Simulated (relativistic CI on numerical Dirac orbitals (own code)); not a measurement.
Computed by Dirac-Coulomb-Breit CI, separate exchange-only KLI orbitals for each configuration, QED by a radiative potential, unscaled Slater integrals (own radial code, finite nucleus).

CI space (outside the closed core [Ne]): 3s, 3p, 3d, 4s, 4p, 4d, 4f, 5s, 5p, 5d, 5f, 5g, 6s, 6p, 6d, 7s, 7p. Levels of other configurations are missing.

At this charge energies of transitions that change n are usually good to better than 1 %, and those within a shell (Δn = 0) to a few per cent.

Outline of the computed level scheme of Se XXIV. Lowest level of each configuration: 3s 2S_1/2 at 0.000 eV; 3p 2P°_1/2 at 51.966 eV; 3d 2D_3/2 at 131.285 eV; 4s 2S_1/2 at 480.186 eV; 4p 2P°_1/2 at 501.276 eV; 4d 2D_3/2 at 531.059 eV; 4f 2F°_5/2 at 544.278 eV; 5s 2S_1/2 at 689.435 eV; 5p 2P°_1/2 at 699.954 eV.

Some strong electric-dipole decays among the lowest 15 levels: 4f 2F°_7/2 → 3d 2D_5/2 (5.0e+12 s⁻¹); 4f 2F°_5/2 → 3d 2D_3/2 (4.7e+12 s⁻¹); 4d 2D_5/2 → 3p 2P°_3/2 (2.3e+12 s⁻¹); 4d 2D_3/2 → 3p 2P°_1/2 (1.9e+12 s⁻¹); 4p 2P°_1/2 → 3s 2S_1/2 (1.0e+12 s⁻¹); 4p 2P°_3/2 → 3s 2S_1/2 (9.3e+11 s⁻¹); 4s 2S_1/2 → 3p 2P°_3/2 (8.9e+11 s⁻¹); 5p 2P°_1/2 → 3s 2S_1/2 (6.0e+11 s⁻¹).
